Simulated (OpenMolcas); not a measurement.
Run times for CH5GaO2 (SMILES [CH3][Ga]([OH])[OH])

The species is CH5GaO2 (9 atoms), meant as a singlet with charge 0. SMILES: `[CH3][Ga]([OH])[OH]`. One bond was lengthened or shortened from a relaxed shape.

| atom | x (Å) | y (Å) | z (Å) |
| --- | --- | --- | --- |
| C | 0.1215 | 0.8480 | -1.2637 |
| Ga | -0.0403 | -0.0730 | 0.4368 |
| O | 0.2199 | -1.8401 | 0.5651 |
| O | -0.4537 | 0.8142 | 1.9367 |
| H | 0.2598 | 0.0245 | -2.1979 |
| H | 0.9873 | 1.5123 | -1.2462 |
| H | -0.7646 | 1.4573 | -1.4469 |
| H | 0.1232 | -2.2071 | 1.4455 |
| H | -0.5087 | 0.2770 | 2.7289 |

Program: OpenMolcas 26.06. Hardware: 1 thread of Intel Xeon Platinum 8259CL at 2.50GHz (Skylake/Cascade Lake), shared host, so times are rough. Two-electron integrals are exact unless an approximation is named.

Q: Estimate their order by wall time, quickest first.
A. energy at B3LYP/6-31G* (Cartesian functions), grid UltraFine
B. energy at HF/cc-pVDZ
C. energy at HF/3-21G
D. energy at CCSD(T)/cc-pVDZ, 12 core orbitals frozen

A: C (4.2 s), B (14 s), A (37 s), D (2.7 min).
